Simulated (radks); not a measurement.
The indium ion In3+, configuration [Kr] 4d10 (the NIST ground configuration).

Method: scalar-relativistic Kohn-Sham, SCAN, spin-polarised, spherical densities, finite nucleus; meta-GGA in the generalised Kohn-Sham scheme; Fermi nuclear charge, rms radius 4.6156 fm; computed with a radial shooting solver on a logarithmic mesh with Libxc functionals.

Energy parts (eV):
total: -160023.971
kinetic: 166795.547
electron-nucleus: -385550.132
Hartree: 63078.659
exchange-correlation: -4348.044

Orbitals (lengths in bohr, moments of r in powers of bohr; <r^-3> diverges for s and p1/2):
orbital  occ.  eigenvalue (eV)  <1/r>  <r^-3>
1s          2        -27835.42  51.85       -
2s          2        -4208.932  11.83       -
2p          6        -3777.149  11.38    4375
3s          2        -829.2121  4.195       -
3p          6        -686.5342  3.988   803.4
3d         10        -465.9709  3.753   109.9
4s          2        -152.6918  1.622       -
4p          6        -110.0477  1.471   137.8
4d         10         -48.2870  1.160   12.74

The highest occupied level is 4d at -48.287 eV. For comparison, the ionisation energy in NIST's Atomic Spectra Database is 55.45 eV (measured). In exact Kohn-Sham theory the highest level is minus the ionisation energy, but local and semilocal functionals leave it too shallow, through self-interaction and a potential that decays too fast; potentials with the right tail come closer. The electron density at the nucleus is 1.794e+05 e/bohr^3 (large components only). Summed over all electrons, <r^2> = 25.48 bohr^2, which gives a Langevin (diamagnetic) susceptibility term of -20.2 x 10^-6 cm^3/mol. The density falls to 0.001 e/bohr^3 at r = 2.96 bohr.
